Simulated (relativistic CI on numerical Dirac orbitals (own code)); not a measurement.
Level scheme of Ni6+

Method of calculation: Dirac-Coulomb-Breit CI, orbitals from a KLI potential per configuration, QED by a radiative potential, unscaled Slater integrals (own radial code, finite nucleus).

Configurations in the expansion (outside the closed core [Ne]): 3s2.3p6.3d4, 3s2.3p5.3d5, 3s2.3p6.3d3.4s, 3s2.3p6.3d3.4p, 3s.3p6.3d5, 3s2.3p6.3d3.4d, 3s2.3p6.3d3.5s, 3s2.3p6.3d3.4f, 3s2.3p6.3d3.5p, 3s2.3p6.3d3.5d, 3s2.3p6.3d3.5f, 3s2.3p6.3d3.5g, 3s2.3p6.3d2.4s.4p, 3s2.3p6.3d2.4s2, 3s2.3p6.3d.4s2.4p, 3s2.3p6.3d.4s2.4d, 3s2.3p6.3d.4s2.5s, 3p6.3d6, 3p5.3d7. Double excitations out of closed p, d and f shells are left out; levels of such configurations are missing from the list, as are those of other unlisted configurations, and high levels can miss mixing partners.

The lowest level is 3s2.3p6.3d4 5D_0, with 99 % of that term; Hund's rules for 3s2.3p6.3d4 give 5D with J = 0, in agreement.

```tsv
No.	Configuration	Term	J	E (cm⁻¹)	%	Landé g	Lifetime (s)
1	3s2.3p6.3d4	5D	0	0	99		
2	3s2.3p6.3d4	5D	1	267	100	1.500	9.74e+02
3	3s2.3p6.3d4	5D	2	772	100	1.500	1.38e+02
4	3s2.3p6.3d4	5D	3	1473	100	1.500	6.30e+01
5	3s2.3p6.3d4	5D	4	2330	100	1.500	5.89e+01
6	3s2.3p6.3d4	3H	4	34153	96	0.809	2.52e+01
7	3s2.3p6.3d4	3P	0	34399	98		1.37e-01
8	3s2.3p6.3d4	3H	5	34710	98	1.036	2.15e+02
9	3s2.3p6.3d4	3H	6	35266	99	1.165	2.62e+02
10	3s2.3p6.3d4	3P	1	36099	99	1.498	1.61e-01
11	3s2.3p6.3d4	3F	2	37937	99	0.667	5.62e-01
12	3s2.3p6.3d4	3F	3	37969	90	1.050	2.94e-01
13	3s2.3p6.3d4	3F	4	38187	89	1.225	2.15e-01
14	3s2.3p6.3d4	3P	2	38768	99	1.497	2.54e-01
15	3s2.3p6.3d4	3G	3	41628	90	0.783	1.27e+00
16	3s2.3p6.3d4	3G	4	42194	89	1.062	1.67e+00
17	3s2.3p6.3d4	3G	5	42637	98	1.196	1.54e+00
18	3s2.3p6.3d4	1I	6	51459	99	1.000	7.65e-01
19	3s2.3p6.3d4	3D	3	51565	99	1.332	3.19e-01
20	3s2.3p6.3d4	1G	4	51597	96	1.002	2.19e-01
21	3s2.3p6.3d4	3D	2	51816	98	1.167	3.67e-01
22	3s2.3p6.3d4	3D	1	52126	99	0.502	2.97e-01
23	3s2.3p6.3d4	1S	0	56711	98		1.42e-01
24	3s2.3p6.3d4	1D	2	66125	98	1.001	1.64e-01
25	3s2.3p6.3d4	1F	3	74153	98	1.001	3.47e-01
26	3s2.3p6.3d4	3P	2	87797	99	1.498	8.59e-02
27	3s2.3p6.3d4	3F	4	88265	99	1.249	5.12e-02
28	3s2.3p6.3d4	3F	2	88428	99	0.667	4.73e-02
29	3s2.3p6.3d4	3F	3	88528	99	1.082	5.28e-02
30	3s2.3p6.3d4	3P	1	89708	100	1.500	7.67e-02
31	3s2.3p6.3d4	3P	0	90627	99		8.47e-02
32	3s2.3p6.3d4	1G	4	100530	99	1.000	6.06e-02
33	3s2.3p6.3d4	1D	2	132673	99	0.999	1.06e-02
34	3s2.3p6.3d4	1S	0	172630	99		6.05e-03
35	3s2.3p6.3d3.4s	5F	1	372428	100	-0.002	5.98e-06
36	3s2.3p6.3d3.4s	5F	2	372949	100	0.999	5.95e-06
37	3s2.3p6.3d3.4s	5F	3	373720	100	1.249	5.93e-06
38	3s2.3p6.3d3.4s	5F	4	374722	100	1.350	5.91e-06
39	3s2.3p6.3d3.4s	5F	5	375922	100	1.400	5.90e-06
40	3s2.3p6.3d3.4s	3F	2	384114	99	0.667	2.72e-06
41	3s2.3p6.3d3.4s	3F	3	385434	99	1.083	2.72e-06
42	3s2.3p6.3d3.4s	3F	4	387033	99	1.249	2.71e-06
43	3s2.3p6.3d3.4s	5P	1	399868	99	2.490	4.34e-06
44	3s2.3p6.3d3.4s	5P	2	400256	97	1.825	4.32e-06
45	3s2.3p6.3d3.4s	5P	3	401325	100	1.667	4.32e-06
46	3s2.3p6.3d3.4s	3G	3	403701	100	0.750	4.45e-06
47	3s2.3p6.3d3.4s	3G	4	404132	97	1.046	4.41e-06
48	3s2.3p6.3d3.4s	3G	5	404828	96	1.195	4.40e-06
49	3s2.3p6.3d3.4s	1G	4	409736	81	0.962	3.05e-06
50	3s2.3p6.3d3.4s	3P	0	409990	100		3.14e-06
51	3s2.3p6.3d3.4s	3P	1	410453	91	1.437	2.99e-06
52	3s2.3p6.3d3.4s	3P	2	411980	98	1.496	2.69e-06
53	3s2.3p6.3d3.4s	3P	1	413004	90	1.426	3.60e-06
54	3s2.3p6.3d3.4s	3P	2	413008	76	1.429	4.05e-06
55	3s2.3p6.3d3.4s	3H	5	413135	97	1.037	4.15e-06
56	3s2.3p6.3d3.4s	3H	4	413281	80	0.841	3.85e-06
57	3s2.3p6.3d3.4s	3P	0	413425	100		3.38e-06
58	3s2.3p6.3d3.4s	3H	6	413529	100	1.166	4.13e-06
59	3s2.3p6.3d3.4s	3D	1	415416	72	0.696	3.87e-06
60	3s2.3p6.3d3.4s	3D	2	417180	78	1.238	4.06e-06
61	3s2.3p6.3d3.4s	3D	3	417227	99	1.334	4.03e-06
62	3s2.3p6.3d3.4s	1H	5	418979	99	1.001	2.80e-06
63	3s2.3p6.3d3.4s	1P	1	419995	78	0.951	3.24e-06
64	3s2.3p6.3d3.4s	1D	2	422572	97	1.010	2.85e-06
65	3s2.3p6.3d3.4s	3F	4	439073	100	1.250	3.38e-06
66	3s2.3p6.3d3.4s	3F	3	439436	99	1.083	3.38e-06
67	3s2.3p6.3d3.4s	3F	2	439747	99	0.666	3.38e-06
68	3s2.3p6.3d3.4s	1F	3	444615	99	1.000	2.94e-06
69	3s2.3p5.3d5	7P°	4	450845	100	1.751	1.24e-06
70	3s2.3p5.3d5	7P°	3	458181	98	1.913	1.75e-08
```

Energies count from the lowest computed level; ° marks odd parity; lifetimes are radiative, by E1, M1, E2 decay to levels of this space only.

The mean weight of the leading LS term, summed over parents, in these 70 levels is 96 %, and that of the leading jj configuration (from the same eigenvectors) 57 %, so LS coupling describes them better.

At this charge configurations can still be misplaced by up to about 7 % of their energy. Terms inside the open d or f shell come out 10 to 20 % too wide with unscaled integrals. 40 of the 42 excited levels that our extract of the measured tables holds in this range could be paired (the sources list more); they are missed by 2103 cm⁻¹ on average and 4749 at most, and levels without a partner can miss by more.

Landé's interval rule says that E(J) − E(J−1) = AJ with one A. For the ground term the intervals give A = 267.4, 252.3, 233.6, 214.4 cm⁻¹ for J = 1, 2, 3, 4; the multiplet is regular.
